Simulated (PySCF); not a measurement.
**Computed vibrations of [Er(H2O)9]3+**

[Er(H2O)9]3+ (singlet in the valence; each metal's 4f electrons, 11 of them, lie in its core potential, out of spins and levels). PySCF 2.14.0, RKS BP86, Er lcecp-1-SVP with ECP57, O def2-SVP, H def2-SVP; non-relativistic Hamiltonian with scalar-relativistic core potentials where named; density fitting; no spin-orbit coupling. Central differences of gradients.

```xyz
28

Er    0.0000    0.0000    0.0000
O     1.7366    0.0000    1.7939
H     1.6930    0.0000    2.7737
H     2.7000    0.0000    1.6048
O    -0.8683    1.5039    1.7939
H    -0.8465    1.4662    2.7737
H    -1.3500    2.3383    1.6048
O    -0.8683   -1.5039    1.7939
H    -0.8465   -1.4662    2.7737
H    -1.3500   -2.3383    1.6048
O     1.7366    0.0000   -1.7939
H     2.7000    0.0000   -1.6048
H     1.6930    0.0000   -2.7737
O    -0.8683    1.5039   -1.7939
H    -1.3500    2.3383   -1.6048
H    -0.8465    1.4662   -2.7737
O    -0.8683   -1.5039   -1.7939
H    -1.3500   -2.3383   -1.6048
H    -0.8465   -1.4662   -2.7737
O     1.2078    2.0918    0.0000
H     1.5027    2.6027    0.7832
H     1.5027    2.6027   -0.7832
O    -2.4155    0.0000    0.0000
H    -3.0054    0.0000    0.7832
H    -3.0054    0.0000   -0.7832
O     1.2077   -2.0919    0.0000
H     1.5027   -2.6027    0.7832
H     1.5027   -2.6027   -0.7832
```

Run from Python with OMP_NUM_THREADS=4. Where DIIS fails, smearing, a level shift and second-order steps follow.
It took 12 min on 4 threads of Arm Neoverse N1 (shared host).

(1) What are the harmonic wavenumbers and infrared intensities?

(2) Is this a minimum?

An lcecp potential fixes the number of 4f electrons, so in runs with it no electron can move into or out of that shell.

Results:

(1) Modes are labelled in D3h; negative numbers are unstable modes, those under 60 cm⁻¹ near the noise; a finer grid moves soft modes by up to 10 cm⁻¹.
| cm⁻¹ | km/mol | symmetry |
| --- | --- | --- |
| -327 | – | a1'' |
| -306 | – | a2' |
| -185 | – | e'' |
| -185 | – | e'' |
| -110 | – | e' |
| -110 | – | e' |
| -101 | – | a1'' |
| 92 | 1.1 | e' |
| 92 | 1.1 | e' |
| 114 | 0.0 | e'' |
| 114 | 0.0 | e'' |
| 138 | 5.4 | a2'' |
| 144 | 0.0 | a2' |
| 145 | 1.5 | e' |
| 145 | 1.5 | e' |
| 160 | 0.0 | e'' |
| 160 | 0.0 | e'' |
| 160 | 0.0 | a1' |
| 167 | 0.0 | a2' |
| 175 | 0.0 | a1'' |
| 176 | 14.7 | e' |
| 176 | 14.7 | e' |
| 182 | 0.0 | a2'' |
| 206 | 1.6 | e' |
| 206 | 1.6 | e' |
| 211 | 0.0 | e'' |
| 211 | 0.0 | e'' |
| 219 | 0.0 | a1' |
| 251 | 5.1 | a2'' |
| 254 | 91.4 | e' |
| 254 | 91.4 | e' |
| 306 | 0.0 | a1' |
| 325 | 0.0 | e'' |
| 325 | 0.0 | e'' |
| 365 | 0.0 | e'' |
| 365 | 0.0 | e'' |
| 386 | 613.4 | e' |
| 386 | 613.4 | e' |
| 447 | 0.0 | a1'' |
| 457 | 0.0 | e'' |
| 457 | 0.0 | e'' |
| 476 | 499.1 | e' |
| 476 | 499.1 | e' |
| 502 | 0.0 | a2' |
| 510 | 44.1 | a2'' |
| 522 | 89.1 | e' |
| 522 | 89.1 | e' |
| 526 | 0.0 | e'' |
| 526 | 0.0 | e'' |
| 553 | 426.4 | a2'' |
| 570 | 0.0 | a1' |
| 1582 | 137.4 | e' |
| 1582 | 137.4 | e' |
| 1585 | 0.0 | a1' |
| 1616 | 0.0 | e'' |
| 1616 | 0.0 | e'' |
| 1627 | 154.9 | e' |
| 1627 | 154.9 | e' |
| 1637 | 230.9 | a2'' |
| 1652 | 0.0 | a1' |
| 3639 | 0.0 | e'' |
| 3639 | 0.0 | e'' |
| 3641 | 137.1 | e' |
| 3641 | 137.1 | e' |
| 3644 | 268.0 | a2'' |
| 3644 | 0.0 | a1' |
| 3645 | 360.5 | e' |
| 3645 | 360.5 | e' |
| 3655 | 0.0 | a1' |
| 3704 | 0.0 | e'' |
| 3704 | 0.0 | e'' |
| 3708 | 195.9 | e' |
| 3708 | 195.9 | e' |
| 3710 | 592.5 | a2'' |
| 3713 | 0.0 | a1' |
| 3725 | 0.0 | e'' |
| 3725 | 0.0 | e'' |
| 3726 | 633.5 | a2'' |

(2) No: 7 unstable; the lowest moves the atoms so:
```
Er   0.00  0.00  0.00
O    0.00  0.00  0.00
H    0.00 -0.29  0.00
H    0.00  0.25  0.00
O    0.00  0.00  0.00
H    0.25  0.15  0.00
H   -0.22 -0.13  0.00
O    0.00  0.00  0.00
H   -0.25  0.15  0.00
H    0.22 -0.13  0.00
O    0.00  0.00  0.00
H    0.00 -0.25  0.00
H    0.00  0.29  0.00
O    0.00  0.00  0.00
H    0.22  0.13  0.00
H   -0.25 -0.15  0.00
O    0.00  0.00  0.00
H   -0.22  0.13  0.00
H    0.25 -0.15  0.00
O    0.00  0.00  0.00
H   -0.12  0.07  0.00
H    0.12 -0.07  0.00
O    0.00  0.00  0.00
H    0.00 -0.13  0.00
H    0.00  0.13  0.00
O    0.00  0.00  0.00
H    0.12  0.07  0.00
H   -0.12 -0.07  0.00
```
